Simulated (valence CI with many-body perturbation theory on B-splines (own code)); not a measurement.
Results of a calculation; reference values are marked as such.
**Basis-set convergence for Fe13+**

Method: configuration interaction combined with many-body perturbation theory (CI+MBPT): three valence electrons over a frozen Dirac-Fock core [Ne], a basis of 9 s, 9 p, 8 d, 6 f, 3 g, 1 h functions for each j, with the one-electron correlation potential Σ1 (screened to all orders), the two-electron term Σ2, the three-electron term Σ3, Breit, model QED; selected single and double excitations, second order for the rest, scaled by the run's own slope (own B-spline code, finite nucleus).

No measured spectrum was set against this ion. As an estimate, levels of excited configurations hold to 0.05 to 0.15 % of their energy, terms of the ground configuration to about 0.5 %.

The reference run has the lowest level 3s2.3p 2P°_1/2 and an ionisation energy of 392.166 eV. Its largest variational space holds 8596 state functions.

Names give the largest LS component (configuration and term), which can be under half, so a name can repeat, a term be missing and a line seem to break the LS rules; names also repeat where a configuration has a term twice.

Changed runs:
A. basis 6 s, 6 p, 5 d, 3 f, 1 g
B. basis 5 s, 5 p, 4 d, 2 f

Excitation energies of the reference run in cm⁻¹, and shifts in cm⁻¹:

| Level | Reference | A | B |
| --- | --- | --- | --- |
| 3s2.3p 2P°_3/2 | 18862 | -2.4 | -4.3 |
| 3s.3p2 4P_1/2 | 224968 | -99 | -306 |
| 3s.3p2 4P_3/2 | 232676 | -103 | -315 |
| 3s.3p2 4P_5/2 | 242276 | -101 | -307 |
| 3s.3p2 2D_3/2 | 299281 | +32 | +102 |
| 3s.3p2 2D_5/2 | 301513 | +30 | +95 |
| 3s.3p2 2S_1/2 | 365010 | +170 | +526 |
| 3s.3p2 2P_1/2 | 388854 | +130 | +421 |
| 3s.3p2 2P_3/2 | 396870 | +112 | +375 |
| 3s2.3d 2D_3/2 | 473289 | +284 | +922 |
| 3s2.3d 2D_5/2 | 475274 | +283 | +918 |
| 3p3 2D°_3/2 | 576375 | -37 | -168 |
| Ionisation energy (eV) | 392.166 | -0.014 | -0.040 |
